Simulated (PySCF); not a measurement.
## Working out the ionisation energy of Ag

Ag [Kr] 4d10 5s1 (2S) → Ag⁺ [Kr] 4d10 (1S). Computed with PySCF 2.14 in aug-cc-pwCVDZ-PP with ECP28MDF (6s6p5d3f, 70 functions), with scalar relativity through the core potential. Frozen: nothing. Energies in hartree (1 hartree = 27.21139 eV):

```tsv
part	Ag (lower)	Ag⁺ (upper)
UHF	-146.054678	-145.820659
CCSD correlation	-0.593205	-0.555728
(T)	-0.017963	-0.014240
```

**Question.** What does Hartree-Fock give?

**Answer.** (-145.820659) − (-146.054678) = 0.234019 hartree = 6.368 eV.

**Question.** What do CCSD and CCSD(T) give?

**Answer.** The CCSD correlation energies differ by 0.037477 hartree = 1.020 eV and the triples by 0.003723 hartree = 0.101 eV, so CCSD gives 7.388 eV and CCSD(T) 7.489 eV.

Measured between the centres of the two terms (NIST): 7.576 eV, so CCSD(T) (valence and next inner shell) is off by -0.087 eV.

A double-zeta basis recovers only part of the correlation energy.

What remains against the reference includes basis incompleteness and higher excitations.
